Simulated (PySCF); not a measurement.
A structure optimised at B3LYP-D3(BJ)/def2-SVP, used in a PySCF frequency run:

```
Ta
F 1 1.8816
F 1 1.8816 2 124.04
F 1 1.8945 2 91.50 3 -92.83
F 1 1.8945 2 91.50 4 -174.34
N 1 1.9598 2 117.98 5 87.17
H 6 1.0181 1 123.69 2 -90.00
H 6 1.0181 7 112.63 5 180.00
```
Charge 0, spin multiplicity 1.

Task: Write its SMILES, formula and point group.

Result: [NH2][Ta]([F])([F])([F])[F], F4H2NTa, C2v

Task: What are its rotational constants (standard atomic weights)?

Result: 2.5073, 2.1593, 2.0856 GHz
